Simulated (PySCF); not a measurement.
NMR data simulated for an unnamed compound:

1H NMR (400 MHz, computed): δ 6.40 (ddd, J = 79.1, 4.6, 1.7 Hz, 1H), 5.45 (qtd, J = 3.2, 2.7, 1.7 Hz, 1H), 4.77 (m, 1H), 4.52 (ddd, J = 26.9, 16.4, 2.5 Hz, 1H).

13C{1H} NMR (computed): δ 159.9 (C, dq, J = 10.2, 1.5 Hz), 126.7 (C, q, J = 338.6 Hz), 117.6 (CH, d, J = 288.4 Hz), 106.7 (CH, d, J = 20.8 Hz), 73.0 (CH2, d, J = 8.5 Hz).

- shielding tensors at PBE0/pcSseg-1 (GIAO)
- coordinates at the PBE0-D3(BJ)/def2-SVP level
- spin–spin couplings from B3LYP/pcJ-1 (spin–dipole term only in couplings to heteroatoms)
- program: PySCF 2.14
- no solvent model, relativity neglected, one conformer, fast rotation and ring inversion assumed for equivalent nuclei

δ = σ(ref) − σ, references computed at the same level: 1H and 13C vs TMS.

Q: Which of these does the molecule contain: a carboxylic acid, a CF3 group, a non-aromatic C=C double bond, a three-membered ring, a CH3CH2 unit?

A: 
- A carboxylic acid: no.
- A CF3 group: yes (δC 126.7).
- A non-aromatic C=C double bond: yes.
- A three-membered ring: no.
- A CH3CH2 unit: no.

The data belong to `F[C@H]1C=C(OC(F)(F)F)CO1`, C5H4F4O2; they needn't prove each group on their own.

Carbon signals by region: 4 in the sp2 and nitrile region (100–160 ppm), 1 at 50–100 ppm.

C–F couplings over four or more bonds (about 3 Hz to the para carbon of a fluoroarene) are left out. Common functionals overestimate the size of one-bond C–F couplings by tens of Hz; these are unscaled. Splittings below 1 Hz are ignored in the labels, and close J values are merged. Unscaled 3J(H,H) at this level run about 10 % above measured values. Shifts are as computed. Against solution values, carbons near 30 ppm lie about +2 ppm off and those near 130 ppm about +5 ppm. Of 1313 compounds with measured shifts, 239 miss one by over three times the rms of a fit or turn the order of signals round; such compounds aren't used in these exercises.
